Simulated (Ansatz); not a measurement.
The cluster Si₄Au₃⁻. Total charge -1; singlet. Geometry r2SCAN-D4/def2-SVPD, basis def2-TZVPD, Ansatz.

```xyz
7

Au   -0.5888   -0.0260    2.4297
Au    1.1491    1.7534    0.2579
Au    0.5388   -0.0485   -2.4407
Si   -1.3746   -0.6618   -1.0772
Si    1.6345   -0.5128   -0.3780
Si   -1.1804    1.2058    0.4792
Si   -0.1787   -1.7102    0.7291
```

| run | HOMO (eV) | LUMO (eV) |
| --- | --- | --- |
| A | -2.69 | 2.01 |
| B | -1.79 | 1.24 |
| C | -1.15 | 0.59 |
| D | -3.36 | 2.66 |
| E | -1.24 | 0.70 |

In the def2 sets Au takes a core potential; there is no spin–orbit coupling. Another isomer (singlet) lies 0.38 eV lower at PBE0-D4/def2-TZVPD; other spin states weren't run for this one.

Question: The runs used CAM-B3LYP, PBE, PBE0, r2SCAN, ωB97M-V. Estimate which is which.

Answer: A CAM-B3LYP (range-separated); B PBE0 (25 % exact exchange); C PBE (0 % exact exchange); D ωB97M-V (range-separated); E r2SCAN (0 % exact exchange). Exact exchange lowers occupied and raises empty levels; among semilocal functionals meta-GGAs tend to open the gap a little, and such runs are hard to tell apart. The gap grows from 1.74 eV (PBE) to 6.02 eV (ωB97M-V).
